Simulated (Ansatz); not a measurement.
`[OH][Na]` + HI → `[Na][I]` + H₂O at 600 K and 1 bar (ligand exchange at the Na–O bond).

Computed with Ansatz on PBE0-D4/def2-TZVP structures; ΔE is electronic, products minus reactants. CCSD(T)/CBS adds triple-zeta CCSD(T) − MP2 to the extrapolated MP2 energy (def2 sets, frozen cores). This one scheme is used for every species. Elements past krypton have def2 core potentials. For I, Na outer-core shells are correlated without core-valence functions, which leaves a few kJ/mol of doubt a bond.

```csv
species,CCSD(T)/CBS energy (Eh),H − E (kJ/mol),S (J/(mol·K))
`[OH][Na]`,-237.87975,57.3,271.8
HI,-298.03592,31.6,227.0
`[Na][I]`,-459.60569,22.6,274.7
H₂O,-76.37941,76.8,212.8
```

H − E and S are ideal-gas, rigid-rotor, harmonic terms from PBE0-D4/def2-TZVP. 1 Eh = 2625.50 kJ/mol, R = 8.31446 J/(mol·K).

Task: By hand: ΔE, ΔH, ΔS and ΔG.

Result: ΔE = (-459.60569) + (-76.37941) − (-237.87975) − (-298.03592) = -0.06943 Eh = -182.3 kJ/mol. Δ(H − E) = 22.6 + 76.8 − 57.3 − 31.6 = 10.5, so ΔH = -171.8 kJ/mol. ΔS = 274.7 + 212.8 − 271.8 − 227.0 = -11.3 J/(mol·K). ΔG = -171.8 − 600 × (-11.3)/1000 = -165.0 kJ/mol.

Task: By hand: the equilibrium constant, and the temperature at which ΔG would vanish if ΔH and ΔS stayed fixed.

Result: log₁₀ K = −ΔG/(RT ln 10) = 14.4. ΔG = 0 at ΔH/ΔS = 15204 K, far beyond where these terms or the molecules hold.

The number of gas molecules stays the same, so ΔS is small and ΔH decides. A doubt of 5 kJ/mol in ΔE shifts log₁₀ K by 0.4 here. These are equilibria of isolated gas molecules and say nothing of rates. Largest T1 diagnostic: 0.012 (customary marks: 0.02 for closed shells, 0.045 for open ones).
